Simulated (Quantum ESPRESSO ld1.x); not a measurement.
The numbers below are computed, except where a source is named.
Problem. The mean radii <r> (bohr) of the occupied orbitals of an atom or ion are listed with their occupations. Code: ld1.x of Quantum ESPRESSO 7.5. Model: scalar-relativistic Kohn-Sham, LDA (Slater exchange, VWN5 correlation), spin-polarised, spherical densities, point nucleus.

| orbital | occ. | <r> |
|---|---|---|
| 1s up | 1 | 0.02002 |
| 1s down | 1 | 0.02002 |
| 2s up | 1 | 0.08493 |
| 2s down | 1 | 0.08493 |
| 2p up | 3 | 0.07544 |
| 2p down | 3 | 0.07544 |
| 3s up | 1 | 0.2212 |
| 3s down | 1 | 0.2212 |
| 3p up | 3 | 0.2205 |
| 3p down | 3 | 0.2204 |
| 3d up | 5 | 0.2000 |
| 3d down | 5 | 0.1999 |
| 4s up | 1 | 0.4977 |
| 4s down | 1 | 0.4978 |
| 4p up | 3 | 0.5281 |
| 4p down | 3 | 0.5282 |
| 4d up | 5 | 0.5702 |
| 4d down | 5 | 0.5706 |
| 5s up | 1 | 1.206 |
| 5s down | 1 | 1.210 |
| 5p up | 3 | 1.415 |
| 5p down | 3 | 1.419 |
| 4f up | 7 | 0.7469 |
| 4f down | 5 | 0.7549 |
| 6p up | 1 | 3.768 |

Name the element and its charge. Open shells, if any, are filled with parallel spins first.

Solution. Z = 69, thulium, charge +2: Tm2+ in [Xe] 4f12 6p1. The 1s radius gives Z: for a bare nucleus <r> = (2 gamma + 1)/(2Z) with gamma = sqrt(1 - (Z/c)^2), 0.01977 bohr for Z = 69, and screening makes it slightly larger (0.02002 here). The occupations add up to 67, and the charge is Z minus that.
